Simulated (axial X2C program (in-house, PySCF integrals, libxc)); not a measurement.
## Outer orbitals of SnF at 1.955 Å, HF

Computed with an axial X2C code built on PySCF integrals. Spin-free means the one-electron spin-free X2C Hamiltonian; two-component (2c) means X2C with spin–orbit coupling and atomic mean-field two-electron Coulomb and Gaunt terms, so the difference of the two also holds small scalar two-electron terms. Basis: Sn dyall-cv3z [11s12p9d4f1g], F dyall-av3z [7s6p3d2f] (cores contracted in-house); Gaussian nuclei, density fitting, unrestricted open shells. Masses: Sn 119.902 u, F 18.998 u.

The distance is close to the 2c PBE0 minimum; the highest filled and lowest empty levels are listed.

Spin-free orbitals, state M_S = 1/2, Λ = 1 (beyond evenly filled blocks: π+α) (Löwdin shares):

| symmetry | occupied | ε (eV) | atomic character |
| --- | --- | --- | --- |
| σα | yes | -17.87 | 71% F p, 25% Sn s, 2% F s |
| σβ | yes | -17.33 | 79% F p, 16% Sn s |
| π+α | yes | -16.18 | 94% F p, 2% Sn p |
| π-α | yes | -15.74 | 94% F p, 2% Sn d, 2% Sn p |
| π+β | yes | -15.69 | 94% F p, 2% Sn d |
| π-β | yes | -15.69 | 94% F p, 2% Sn d |
| σα | yes | -12.89 | 52% Sn s, 26% F p, 15% Sn p |
| σβ | yes | -11.61 | 60% Sn s, 18% Sn p, 17% F p |
| π+α | yes | -7.13 | 90% Sn p, 5% F p, 2% Sn d |
| π-α | no | -0.50 | 90% Sn p, 6% F p, 2% Sn d |
| π-β | no | 0.45 | 90% Sn p, 6% F p, 2% Sn d |
| π+β | no | 0.45 | 90% Sn p, 6% F p, 2% Sn d |
| σα | no | 1.43 | 79% Sn p, 11% Sn d, 3% F s |

Spinors with spin–orbit coupling (state Ω = 1/2):

```tsv
ω	occupied	ε (eV)	atomic character	λ mixture
-1/2	yes	-17.82	70% F p, 25% Sn s, 2% F s	100% σ
1/2	yes	-17.29	80% F p, 15% Sn s	100% σ
1/2	yes	-16.16	94% F p, 2% Sn p	100% π
-3/2	yes	-15.68	94% F p, 2% Sn d, 2% Sn p	100% π
-1/2	yes	-15.66	94% F p, 2% Sn d	100% π
3/2	yes	-15.63	94% F p, 2% Sn d	100% π
-1/2	yes	-12.85	51% Sn s, 26% F p, 15% Sn p	100% σ
1/2	yes	-11.55	60% Sn s, 18% Sn p, 17% F p	100% σ
1/2	yes	-7.29	90% Sn p, 6% F p, 2% Sn d	100% π
-3/2	no	-0.37	90% Sn p, 6% F p, 2% Sn d	100% π
-1/2	no	0.39	90% Sn p, 6% F p, 2% Sn d	100% π
3/2	no	0.55	90% Sn p, 6% F p, 2% Sn d	100% π
-1/2	no	1.46	79% Sn p, 11% Sn d, 3% F s	100% σ
```

Problem. How does the gap between the highest filled and lowest empty level change from the spin-free to the 2c table?

Solution. From 6.63 to 6.92 eV at HF, a change of 0.29 eV.

Mulliken charges and populations of the two-component result (they depend on the basis, above all on diffuse functions):

Sn 0.73 e (s 9.91 p 19.30 d 20.04 f 0.02), F -0.73 e (s 4.00 p 5.72 d 0.01). ⟨Lz⟩ = 1.00 ħ and ⟨Sz⟩ = -0.50 ħ (-0.51 and 0.01 on the two atoms), which add up to Ω.

The state is a single determinant with fixed occupations, the lowest that a limited PBE0 search found.
